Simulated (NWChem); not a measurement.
Species: Ag2; SMILES [Ag][Ag]

```xyz
2

Ag     0.0000     0.0000    -1.2893
Ag     0.0000     0.0000     1.2893
```
Atoms are numbered in this order, from 1.

Structure relaxed at the PBE0/def2-SVP level. def2 effective core potentials on Ag; no spin-orbit coupling.

List the 6 lowest vertical singlet excitations and the 6 lowest triplet ones from LDA (Slater exchange, VWN5)/def2-SVPD with def2 effective core potentials on Ag, TDA (NWChem).


| state | energy (eV) | oscillator strength | leading excitation (squared amplitude) |
|---|---|---|---|
| S1 | 3.41 | 0.513 | HOMO → LUMO (0.87) |
| S2 | 3.64 | 0.000 | HOMO−1 → LUMO (0.99) |
| S3 | 3.74 | 0.004 | HOMO−2 → LUMO (0.99) |
| S4 | 3.74 | 0.004 | HOMO−3 → LUMO (0.99) |
| S5 | 3.91 | 0.000 | HOMO−4 → LUMO (1.00) |
| S6 | 3.91 | 0.000 | HOMO−5 → LUMO (1.00) |
| T1 | 1.82 | spin-forbidden | HOMO → LUMO (1.00) |
| T2 | 3.28 | spin-forbidden | HOMO−1 → LUMO (1.00) |
| T3 | 3.43 | spin-forbidden | HOMO−2 → LUMO (0.99) |
| T4 | 3.43 | spin-forbidden | HOMO−3 → LUMO (0.99) |
| T5 | 3.70 | spin-forbidden | HOMO−4 → LUMO (1.00) |
| T6 | 3.70 | spin-forbidden | HOMO−5 → LUMO (1.00) |
